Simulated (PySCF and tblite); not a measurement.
The numbers below are computed, except where a source is named.
Molecule: C₅H₉GeN, numbered as in [CH:1]#[C:2][C@:3]1([CH3:4])[CH2:5][GeH2:6][NH:7]1.

The mean out-of-plane torsion at N7 (0° is planar) is held and the rest relaxed at GFN2-xTB. Energies: PBE0/pcSseg-1 + D3(BJ), IEF-PCM cyclohexane. Programs: tblite and PySCF.

Spin–orbit effects of heavy atoms are missing.

(1) Give the DFT energy and dipole along the out-of-plane angle.

(2) Where is the lowest sampled point, and what does the planar form cost?

Answers

(1) 
```json
{"out-of-plane angle °": "-30", "E kcal/mol": "0.69", "dipole D": "1.54"}
{"out-of-plane angle °": "-23", "E kcal/mol": "1.00", "dipole D": "1.30"}
{"out-of-plane angle °": "-16", "E kcal/mol": "1.25", "dipole D": "1.04"}
{"out-of-plane angle °": "-8", "E kcal/mol": "1.52", "dipole D": "0.79"}
{"out-of-plane angle °": "0", "E kcal/mol": "1.54", "dipole D": "0.60"}
{"out-of-plane angle °": "8", "E kcal/mol": "1.34", "dipole D": "0.41"}
{"out-of-plane angle °": "16", "E kcal/mol": "0.79", "dipole D": "0.30"}
{"out-of-plane angle °": "23", "E kcal/mol": "0.29", "dipole D": "0.39"}
{"out-of-plane angle °": "30", "E kcal/mol": "0.00", "dipole D": "0.65"}
```

(2) At 30°; the point at 0° lies 1.54 kcal/mol above it.
